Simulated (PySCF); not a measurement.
Predicted microwave data (PySCF, PBE0-D3(BJ)/def2-SVP geometry optimisation, gas phase) for one isomer of C3H9GeP:

* Rotational constants: A = 3438, B = 1501, C = 1158 MHz
* Dipole components: |μa| = 0.38 D, |μb| = 0.55 D, |μc| = 0.39 D
* Inertial defect: -47.40 u·Å²
* κ: -0.70

Task: Which candidate fits, each taken in the one conformer that was computed?
A. `[CH2:1]=[CH:2][CH2:3][GeH2:4][PH2:5]` with C1–C2–C3–Ge4 -104°, C2–C3–Ge4–P5 -51°, C3–Ge4–P5–H 79° and 173°
B. `[PH2:1][GeH:2]1[CH2:3][CH2:4][CH2:5]1` with H–P1–Ge2–C3 62° and -32°, P1–Ge2–C3–C4 93°, Ge2–C3–C4–C5 21°, C3–C4–C5–Ge2 -21°, P1–Ge2–C5–C4 -98°

Result: A. It is C=C[CH2][GeH2][PH2], an asymmetric top, point group C1. The candidates at the same level (rigid rotor, commonest isotopes):

```csv
SMILES,A (MHz),B (MHz),C (MHz),μa (D),μb (D),μc (D),Δ (u·Å²),point group,rotor
C=C[CH2][GeH2][PH2],3438,1501,1158,0.38,0.55,0.39,-47.40,C1,asymmetric top
[PH2][GeH]1[CH2]C[CH2]1,4585,1681,1629,1.06,0.09,0.64,-100.57,–,near-prolate asymmetric top
```

`[PH2][GeH]1[CH2]C[CH2]1` has C 41 % too high. No structure here is proved a minimum.
